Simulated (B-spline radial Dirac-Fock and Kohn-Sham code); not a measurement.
## Os⁷⁴⁺: scattering cross sections and density moments

System: the Os⁷⁴⁺ ion, 1s2.

These are calculated numbers from a radial B-spline solver; the model is Dirac-Fock orbitals of the configuration average with a finite nucleus.

| Quantity | Value |
| --- | --- |
| Sum of ⟨r⟩ | 0.03528 bohr |
| Sum of ⟨r²⟩ | 0.0008562 bohr² |
| Sum of ⟨1/r⟩ | 181.50 per bohr |
| Langevin diamagnetic susceptibility | -0.000678 × 10⁻⁶ cm³/mol |
| Lamb shielding (α²/3)Σ⟨1/r⟩ | 3222 ppm |

Coherent scattering is the Thomson cross section weighted by f₀², without anomalous dispersion; incoherent scattering is Klein-Nishina weighted by S. The Lamb formula is the non-relativistic shielding expression. Electron correlation is left out. A dash stands where the photon energy is too low for the impulse approximation behind that column.

```
hν (keV)  coherent (b)  incoherent (b)  incoherent per electron (b)
       2         2.661               –                            –
       5         2.660               –                            –
  8.0478         2.657               –                            –
      10         2.656               –                            –
 17.4793         2.644               –                            –
      30         2.613               –                            –
      50         2.531               –                            –
     500        0.4251               –                            –
```
